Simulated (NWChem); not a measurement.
Program: NWChem. System: CCl2, charge 0, spin multiplicity 1, displaced from the optimised geometry. The structure started from a generated list of species.

The NWChem input:

```
start mol
memory heap 200 mb stack 900 mb global 1100 mb
geometry units angstroms nocenter noautoz
  Cl     1.444990     0.000000    -0.153412
  C      0.000000     0.000000     0.869335
  Cl    -1.444990     0.000000    -0.153412
  symmetry group C2v
end
basis spherical
  * library def2-tzvp
end
dft
  xc slater vwn_5
  semidirect memsize 60000000 filesize 0
  iterations 100
  convergence nodiis damp 40
end
task dft gradient
```

The output up to the point where the run's verdict is printed (cleaned and shortened):

```
             Northwest Computational Chemistry Package (NWChem) 7.3.0
             --------------------------------------------------------

                                NWChem Input Module
                                -------------------

 Scaling coordinates for geometry "geometry" by  1.889725989
 (inverse scale =  0.529177249)

 Turning off AUTOSYM since
 SYMMETRY directive was detected!

                             Geometry "geometry" -> ""
                             -------------------------

 Output coordinates in angstroms (scale by  1.889725989 to convert to a.u.)

  No.       Tag          Charge          X              Y              Z
 ---- ---------------- ---------- -------------- -------------- --------------
    1 Cl                  17.0000     1.44499000     0.00000000    -0.15341200
    2 C                    6.0000     0.00000000     0.00000000     0.86933500
    3 Cl                  17.0000    -1.44499000     0.00000000    -0.15341200

 Effective nuclear repulsion energy (a.u.)     113.8972337805

            Nuclear Dipole moment (a.u.)
            ----------------------------
        X                 Y               Z
 ---------------- ---------------- ----------------
     0.0000000000     0.0000000000     0.0000037795

      Symmetry information
      --------------------

 Group name             C2v
 Group number             16
 Group order               4
 No. of unique centers     2

      Symmetry unique atoms

     1    2


 Summary of "ao basis" -> "" (spherical)
 ------------------------------------------------------------------------------
       Tag                 Description            Shells   Functions and Types
 ---------------- ------------------------------  ------  ---------------------
 *                         def2-tzvp                  on all atoms

                                 NWChem DFT Module
                                 -----------------

 Summary of "ao basis" -> "ao basis" (spherical)
 ------------------------------------------------------------------------------
       Tag                 Description            Shells   Functions and Types
[...]
 d= 0,ls=0.5         52   -934.2402116646  8.69D+00  1.15D-01              13.3
 d= 0,ls=0.5         53   -942.9276983318 -8.69D+00  1.15D-01              13.4
 d= 0,ls=0.5         54   -934.2402116636  8.69D+00  1.15D-01              13.6
 d= 0,ls=0.5         55   -942.9276983316 -8.69D+00  1.15D-01              13.7
 d= 0,ls=0.5         56   -934.2402116632  8.69D+00  1.15D-01              13.8
 d= 0,ls=0.5         57   -942.9276983315 -8.69D+00  1.15D-01              14.0
 d= 0,ls=0.5         58   -934.2402116630  8.69D+00  1.15D-01              14.1
 d= 0,ls=0.5         59   -942.9276983314 -8.69D+00  1.15D-01              14.2
 d= 0,ls=0.5         60   -934.2402116630  8.69D+00  1.15D-01              14.3
 d= 0,ls=0.5         61   -942.9276983314 -8.69D+00  1.15D-01              14.5
 d= 0,ls=0.5         62   -934.2402116630  8.69D+00  1.15D-01              14.6
 d= 0,ls=0.5         63   -942.9276983314 -8.69D+00  1.15D-01              14.7
 d= 0,ls=0.5         64   -934.2402116629  8.69D+00  1.15D-01              14.9
 d= 0,ls=0.5         65   -942.9276983314 -8.69D+00  1.15D-01              15.0
 d= 0,ls=0.5         66   -934.2402116629  8.69D+00  1.15D-01              15.1
 d= 0,ls=0.5         67   -942.9276983314 -8.69D+00  1.15D-01              15.3
 d= 0,ls=0.5         68   -934.2402116629  8.69D+00  1.15D-01              15.4
 d= 0,ls=0.5         69   -942.9276983314 -8.69D+00  1.15D-01              15.5
 d= 0,ls=0.5         70   -934.2402116629  8.69D+00  1.15D-01              15.7
 d= 0,ls=0.5         71   -942.9276983314 -8.69D+00  1.15D-01              15.8
 d= 0,ls=0.5         72   -934.2402116629  8.69D+00  1.15D-01              15.9
 d= 0,ls=0.5         73   -942.9276983314 -8.69D+00  1.15D-01              16.1
 d= 0,ls=0.5         74   -934.2402116629  8.69D+00  1.15D-01              16.2
 d= 0,ls=0.5         75   -942.9276983314 -8.69D+00  1.15D-01              16.3
 d= 0,ls=0.5         76   -934.2402116629  8.69D+00  1.15D-01              16.5
 d= 0,ls=0.5         77   -942.9276983314 -8.69D+00  1.15D-01              16.6
 d= 0,ls=0.5         78   -934.2402116629  8.69D+00  1.15D-01              16.7
 d= 0,ls=0.5         79   -942.9276983314 -8.69D+00  1.15D-01              16.9
 d= 0,ls=0.5         80   -934.2402116629  8.69D+00  1.15D-01              17.0
 d= 0,ls=0.5         81   -942.9276983314 -8.69D+00  1.15D-01              17.1
 d= 0,ls=0.5         82   -934.2402116629  8.69D+00  1.15D-01              17.3
 d= 0,ls=0.5         83   -942.9276983314 -8.69D+00  1.15D-01              17.4
 d= 0,ls=0.5         84   -934.2402116629  8.69D+00  1.15D-01              17.5
 d= 0,ls=0.5         85   -942.9276983314 -8.69D+00  1.15D-01              17.6
 d= 0,ls=0.5         86   -934.2402116629  8.69D+00  1.15D-01              17.8
 d= 0,ls=0.5         87   -942.9276983314 -8.69D+00  1.15D-01              17.9
 d= 0,ls=0.5         88   -934.2402116629  8.69D+00  1.15D-01              18.0
 d= 0,ls=0.5         89   -942.9276983314 -8.69D+00  1.15D-01              18.2
 d= 0,ls=0.5         90   -934.2402116629  8.69D+00  1.15D-01              18.3
 d= 0,ls=0.5         91   -942.9276983314 -8.69D+00  1.15D-01              18.4
 d= 0,ls=0.5         92   -934.2402116629  8.69D+00  1.15D-01              18.6
 d= 0,ls=0.5         93   -942.9276983314 -8.69D+00  1.15D-01              18.7
 d= 0,ls=0.5         94   -934.2402116629  8.69D+00  1.15D-01              18.8
 d= 0,ls=0.5         95   -942.9276983314 -8.69D+00  1.15D-01              19.0
 d= 0,ls=0.5         96   -934.2402116629  8.69D+00  1.15D-01              19.1
 d= 0,ls=0.5         97   -942.9276983314 -8.69D+00  1.15D-01              19.2
 d= 0,ls=0.5         98   -934.2402116629  8.69D+00  1.15D-01              19.3
 d= 0,ls=0.5         99   -942.9276983314 -8.69D+00  1.15D-01              19.5
 d= 0,ls=0.5        100   -934.2402116629  8.69D+00  1.15D-01              19.6
```

The run did not converge; its last values are not results. The next line reads: Calculation failed to converge. NWChem stopped with the message: dft gradient failed.
